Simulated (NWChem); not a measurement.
CF$_{2}$GaNO; SMILES O=C=[N][Ga]([F])[F]

```xyz
6

Ga    -0.0720    -0.6846    -0.0003
F      1.3216    -1.7102    -0.0006
F     -1.6272    -1.4432     0.0000
N      0.0900     1.0886    -0.0001
C      0.1762     2.2856    -0.0001
O      0.2625     3.4473     0.0000
```
Atoms are numbered in this order, from 1.

All runs: NWChem. Pople sets run with spherical d functions. STO-3G and 3-21G are far too small for this property and stand as cheap habits. Structure relaxed at the PBE0/def2-SVP level. B3LYP is NWChem's, with the RPA form of VWN correlation. GIAO values for the isolated, static molecule; σ is the absolute isotropic shielding, δ = σ(reference) − σ with the isolated reference molecule computed at the same levels (13C: tetramethylsilane, 19F: trichlorofluoromethane, 15N: ammonia, 17O: water).

```
level                                 σ Ga1 (ppm)  δ F2 (ppm)  δ F3 (ppm)  δ N4 (ppm)  δ C5 (ppm)  δ O6 (ppm)
------------------------------------  -----------  ----------  ----------  ----------  ----------  ----------
B3LYP/6-311G**                                  ?           ?           ?           ?           ?           ?
Hartree-Fock/STO-3G                        1446.6      -116.0      -115.7        -3.3       113.7       130.5
LDA (Slater exchange, VWN5)/pcSseg-1       1514.7      -174.3      -173.5        48.0       124.0       155.5
```

**Question.** Some entries are withheld; supply them.

**Answer.** 
- B3LYP/6-311G**, σ Ga1 (ppm): 1605.4
- B3LYP/6-311G**, δ F2 (ppm): -169.7
- B3LYP/6-311G**, δ F3 (ppm): -169.0
- B3LYP/6-311G**, δ N4 (ppm): 35.5
- B3LYP/6-311G**, δ C5 (ppm): 122.9
- B3LYP/6-311G**, δ O6 (ppm): 147.0
